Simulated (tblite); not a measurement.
Compound: C₇H₈S (charge +1 and doublet state).
SMILES: `C#CC1=C[S+]C[C@@H]1C`

Computed with GFN2-xTB (tblite): harmonic, unscaled wavenumbers at the GFN2-xTB geometry, gas phase. Against measured fundamentals such values can be off by several per cent, at times by over 20. Open shells enter through the occupations alone, without spin polarisation, and single modes of such species can be off by tens of per cent.

Harmonic wavenumbers (cm⁻¹): 36.6, 122.8, 136.4, 227.9, 257.8, 321.7, 362.0, 447.2, 478.9, 528.7, 590.1, 674.8, 681.9, 722.9, 783.5, 811.6, 836.6, 886.7, 949.2, 1010.7, 1034.3, 1101.8, 1121.6, 1127.0, 1182.9, 1198.2, 1231.5, 1293.2, 1398.2, 1405.5, 1462.5, 1474.9, 1477.9, 2184.8, 2915.7, 2979.3, 2996.4, 3049.5, 3062.7, 3065.5, 3123.5, 3353.3.

A = 2967, B = 1372, C = 999.7 MHz; mass 124.035 u (most abundant isotopes); point group C1, symmetry number 1; spin multiplicity 2.

Problem. Zero-point energy?

Solution. ½Σν̃ = 27054 cm⁻¹ = 77.35 kcal/mol.

Problem. What is S at 298.15 K and 1 bar for an ideal gas of classical rigid rotors and harmonic oscillators?

Solution. Translation 40.39, rotation 28.76, vibration 22.28, spin (R ln 2) 1.38: S = 92.8 cal/(mol K).

Problem. And Cp and H(298.15 K) − H(0)?

Solution. Cp = 33.53 cal/(mol K), of which vibrations give 25.58 (their classical limit is 42 R = 83.5); H(298.15 K) − H(0) = 5.97 kcal/mol without the zero-point energy, 3.60 from vibrations.

Problem. Blend soft modes into free rotors: weight 1/[1 + (100 cm⁻¹/ν̃)⁴] for the oscillator and the rest for a rotor with moment μB/(μ + B), μ = h/(8π²ν), B = 10⁻⁴⁴ kg m². What vibrational entropy results?

Solution. 20.56 cal/(mol K) in place of 22.28, which changes −T·S at 298.15 K by +0.51 kcal/mol.

Problem. What must be added to the electronic energy to get the Gibbs energy at 298.15 K and 1 bar?

Solution. ZPE + [H(298.15 K) − H(0)] − T·S = 77.35 + 5.97 − 27.67 = 55.65 kcal/mol.

Hindered rotation and anharmonicity are outside this model. The structure is chiral; the term R ln 2 for an equal mix with its mirror image is left out.

The run took 1.7 s wall on one thread, Intel Xeon at 2.50 GHz (x86_64), shared host with 64 logical CPUs at a one-minute load of 62. The figure is for the frequency step alone.
